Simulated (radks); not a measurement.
Results of a calculation; reference values are marked as such.
Question: These are the eigenvalues of the occupied orbitals of an atom or ion with whole-number occupations (eV). Level of theory: scalar-relativistic Kohn-Sham, LDA (Slater exchange, Perdew-Wang correlation), spin-polarised, spherical densities, finite nucleus; Fermi nuclear charge, rms radius of each element as measured or else 0.836 A^(1/3) + 0.57 fm (a radial shooting solver on a logarithmic mesh with Libxc functionals).

orbital  eigenvalue
1s up     -6989.207
1s down   -6989.142
2s up     -824.6119
2s down   -822.5901
2p up     -704.5143
2p down   -702.9451
3s up     -101.5358
3s down    -97.3249
3p up      -67.9346
3p down    -63.8076
3d up      -15.5920
3d down    -11.7388
4s up      -11.3755
5d up       -0.6147

Which element is it, and in what charge state? The configuration may be excited. Open shells, if any, are filled with parallel spins first.

Answer: Z = 26, iron, charge 0: Fe in [Ar] 3d6 4s1 5d1. The list shows which subshells hold electrons but not how many an open one holds; the 1s level, -256.85 hartree, gives Z - s = 22.7 by -(Z - s)^2/2, which with screening and relativity narrows Z to a few neighbours, and the depths of the outer levels then fix element, charge and occupations together.
